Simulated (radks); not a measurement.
Charge is removed step by step from the 4d5/2 level of the molybdenum ion Mo+, starting from [Kr] 4d(3/2: 4, 5/2: 1). Method: Dirac Kohn-Sham, PBE, spin-unpolarised, spherical densities, point nucleus; computed with a radial shooting solver on a logarithmic mesh with Libxc functionals.

removed (e)  E - E(0) (eV)  eigenvalue (eV)  E minus straight line (eV)
0                    0.000          -10.260                       0.000
0.125                1.356          -11.449                      -0.555
0.25                 2.864          -12.671                      -0.959
0.375                4.526          -13.926                      -1.208
0.5                  6.346          -15.211                      -1.299
0.625                8.329          -16.526                      -1.227
0.75                10.479          -17.869                      -0.989
0.875               12.798          -19.240                      -0.581
1                   15.290          -20.638                       0.000

Removing the whole electron costs 15.290 eV by Delta-SCF, against 10.260 eV from minus the eigenvalue at the starting occupation. Slater's transition state (half an electron removed) gives 15.211 eV. Integrating minus the eigenvalue over the occupation (Janak's theorem) gives 15.290 eV. The mean slope of the eigenvalue, de/dn, is 10.4 eV per electron. Ionisation energy of Mo+ in the NIST Atomic Spectra Database: 16.2 eV (semi-empirical).

Beside tabulated values, note that spin-unpolarised runs miss the spin-polarisation part of the exchange energy of open shells.
